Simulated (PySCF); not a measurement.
CH6N2Si2, SMILES N[Si@H]1C=N[SiH2]1.

Geometry: B3LYP-D3(BJ)/def2-SVP. The structure was generated by enumeration; whether it is a known compound was not checked. The values are those of a single conformer.

Level of theory: TDDFT-PBE/def2-SVPD in PySCF.

Vertical excitations. Gas-phase values at a fixed geometry.

Computed excitation energies, oscillator strengths and character:
```tsv
state	energy (eV)	λ (nm)	f	main pairs
S1	3.37	367	0.001	HOMO→LUMO 99 %
S2	3.94	315	0.003	HOMO−1→LUMO 99 %
S3	4.43	280	0.013	HOMO→LUMO+1 99 %
S4	4.67	266	0.002	HOMO→LUMO+2 99 %
S5	5.12	242	0.001	HOMO−2→LUMO 98 %
S6	5.25	236	0.003	HOMO→LUMO+3 78 %, HOMO−1→LUMO+1 19 %
S7	5.34	232	0.015	HOMO−1→LUMO+1 75 %, HOMO→LUMO+3 18 %
S8	5.55	223	0.006	HOMO→LUMO+4 96 %
S9	5.60	221	0.032	HOMO−1→LUMO+2 85 %
S10	5.85	212	0.009	HOMO→LUMO+5 95 %
T1	2.68	462	0	HOMO→LUMO 99 %
T2	3.69	336	0	HOMO−1→LUMO 99 %
T3	4.26	291	0	HOMO→LUMO+1 99 %
T4	4.44	279	0	HOMO→LUMO+2 98 %
```
Triplets are in the Tamm–Dancoff approximation, which puts them higher than full response would, so one can lie above its singlet here.
